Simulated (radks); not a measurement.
Question: Radial electron density D(r) = 4 pi r^2 rho(r) of an atom or ion with 26 electrons. All-electron calculation, Dirac Kohn-Sham, LDA (Slater exchange, Perdew-Wang correlation), spin-unpolarised, spherical densities, finite nucleus; Fermi nuclear charge, rms radius of each element as measured or else 0.836 A^(1/3) + 0.57 fm. Program: a radial shooting solver on a logarithmic mesh with Libxc functionals.

r (bohr)  D(r) (e/bohr)
0.001731          2.220
0.002218          3.418
0.002842          5.200
0.003642          7.797
0.004668          11.47
0.005981          16.48
0.007665          22.95
0.009822          30.73
0.01249           38.89
0.016             46.70
0.0205            52.04
0.02628           53.24
0.03367           50.27
0.04315           45.95
0.05529           45.35
0.07085           51.75
0.0908            61.42
0.1154            64.49
0.1479            55.54
0.1895            42.49
0.2429            39.26
0.3113            44.28
0.3989            41.48
0.5111            25.94
0.655             9.844
0.8394            2.063
1.067            0.2294
1.367          0.009963
1.752         0.0001441

What is the nuclear charge?

Answer: Z = 42. The innermost maximum, from 1s, lies near gamma/Z bohr with gamma = sqrt(1 - (Z/c)^2) = 0.952, here 0.0227 bohr (found: 0.0248), and its height grows with Z. The density is that of the molybdenum ion Mo16+ in [Ne] 3s2 3p5.5 3d8.5; the configuration itself is not fixed sharply by these data, and Z only to a few units. D(r) has 3 maxima, at r = 0.0248, 0.109, 0.337 bohr, and minima at 0.0502, 0.228 bohr, inside which lie 2.06, 11.27 electrons.
